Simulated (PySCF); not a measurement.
# One molecule, several mistakes: AlBCH4O

These are calculations, not measurements. They come from PySCF 2.14.0, an open-source quantum chemistry program, on an isolated molecule that a program drew, which may never have been made. The molecule is AlBCH4O (charge 0, singlet), drawn as the SMILES string `BC[O][Al]`.

Each row is a Hartree-Fock (HF) and frozen-core CCSD(T) single point in the cc-pV(D+d)Z basis, meant for a local HF minimum. Run 1 is clean. Each other run has one planted mistake out of seven kinds, and not every kind appears here: one electron removed, one electron added, multiplicity raised by two, geometry at a saddle point, minimal basis STO-3G, one bond length entered in bohr, all coordinates scaled. The reference is restricted for singlets and unrestricted otherwise, and also for a bond in bohr. Adding or removing an electron swaps singlet and doublet. Electrons count all cores. HOMO and LUMO are orbital energies over both spins, the gradient is its largest component, and the lowest frequency (negative if imaginary) is given only where the gradient is small. Bond lengths are over the 7 bonds as drawn. T1 is the CCSD diagnostic: over 0.02 (restricted) or 0.045 (unrestricted) a single reference is doubtful.

Geometry of the clean run:
```xyz
8
AlBCH4O, angstrom
B    -2.8443    2.4677   -0.6766
C    -1.5004    2.8454    0.0701
O    -1.1620    3.9570   -0.7421
Al   -0.6510    5.2922   -1.6269
H    -3.8753    2.9978   -0.3644
H    -2.8180    1.7441   -1.6342
H    -0.7048    2.1001    0.0209
H    -1.6086    3.1685    1.1068
```

| run | electrons | basis functions | <S^2> | HOMO (eV) | LUMO (eV) | gradient (hartree/bohr) | lowest frequency (cm^-1) | mean bond (Å) | longest bond (Å) | T1 | HF (hartree) | CCSD(T) (hartree) | mistake |
|---|---|---|---|---|---|---|---|---|---|---|---|---|---|
| 1 | 36 | 85 | 0.000 | -8.59 | 1.75 | 3.7e-05 | 85 | 1.3237 | 1.681 | 0.0176 | -381.67671 | -382.18683 | no fault |
| 2 | 36 | 85 | 2.086 | -5.79 | -1.55 | 8.4e-02 | - | 1.3237 | 1.681 | 0.0280 | -381.49886 | -382.01196 | multiplicity raised by two |
| 3 | 36 | 28 | 0.000 | -5.23 | 7.60 | 2.6e-02 | - | 1.3237 | 1.681 | 0.0236 | -376.92701 | -377.12701 | minimal basis STO-3G |
| 4 | 36 | 85 | 0.000 | -8.47 | 1.81 | 3.4e-02 | - | 1.2721 | 1.616 | 0.0164 | -381.66457 | -382.16878 | ? |

**Which mistake was planted in run 4, and what did it cost?**

The mean and the longest bond both change by the same factor, 0.961, and the gradient is no longer small. So the mistake is: all coordinates scaled. Subtracting run 1 and multiplying by 627.51 kcal/mol a hartree, the energy moved by 7.6 kcal/mol in HF and 11.3 kcal/mol in CCSD(T).

Cautions from the logs. Run 3: T1 is over the limit, so its CCSD(T) energy is less reliable.
